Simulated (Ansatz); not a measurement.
C₂H₇Si, SMILES [CH2][SiH2]C, multiplicity 2.

Coordinates come from a r2SCAN-D4/def2-SVP optimisation. The isomer is the one that the SMILES or the coordinates give; other isomers of the formula were not compared.

Two levels are set side by side: PBE/def2-SVPD (Ansatz, an electronic-structure program) and CAM-B3LYP/def2-SVPD (Ansatz). Energy differences of separate SCF runs at the same geometry; the states with an electron removed or added have multiplicity 1 and 1. Differences are taken from unrounded values.

```tsv
quantity	CAM-B3LYP	PBE	PBE minus CAM-B3LYP
vertical ionisation energy (eV)	9.21	8.92	-0.29
vertical electron affinity (eV)	0.42	0.50	0.08
```
